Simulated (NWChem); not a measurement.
Species: HTeI; SMILES [TeH]I

```xyz
3

Te    -0.0229     1.3688     0.0000
H      1.6581     1.4803     0.0000
I     -0.0089    -1.3709     0.0000
```
Atoms are numbered in this order, from 1.

Computed with NWChem. All runs use the structure optimised with PBE-D3(BJ)/def2-SVP (def2 core potentials past Kr).

### Question
Estimate the computed values for PBE0/3-21G, non-relativistic. Quantities: highest occupied level (eV); orbital gap (eV); dipole (D).

### Answer
```yaml
highest occupied level (eV): -6.48
orbital gap (eV): 3.43
dipole (D): 1.46
```
